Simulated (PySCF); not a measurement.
# N⁺ (nitrogen, charge +1): TPSS calculation

Configuration: [He] 2s2 2p2, high-spin 3P determinant. Computed with PySCF 2.14 in 6-31G*, with no relativity, point nucleus.

* Total energy: -54.0543 hartree
* One-electron energy: -69.9785 hartree
* Hartree (Coulomb) energy: 22.2951 hartree
* Exchange-correlation energy: -6.3708 hartree
* Kinetic energy: 53.66519 hartree
* ⟨S²⟩: 2.0024
* ⟨L²⟩: 2.005
* Sum of ⟨r⟩: 5.493 bohr
* Sum of ⟨r²⟩: 7.965 bohr²
* Traceless quadrupole moment −½Σ⟨3z² − r²⟩ along its main axis: 0.763 e·bohr²
* Density at the nucleus (Gaussians lack the cusp): 194 bohr⁻³
* Spin density at the nucleus: 0.148 bohr⁻³
* Langevin diamagnetic susceptibility: -6.31 ×10⁻⁶ cm³/mol
* Time after the integrals: 0.09 s of wall time on 1 thread of Intel(R) Xeon(R) 6975P-C (shared host)

```
shell  electrons  mean orbital energy (hartree)  rms radius, mean of both spins (bohr)
 1s α          1                      -14.89167                                  0.266
 1s β          1                      -14.84184                                  0.266
 2s α          1                       -1.25846                                   1.39
 2s β          1                       -1.11459                                   1.39
 2p α          2                       -0.82306                                   1.41
```
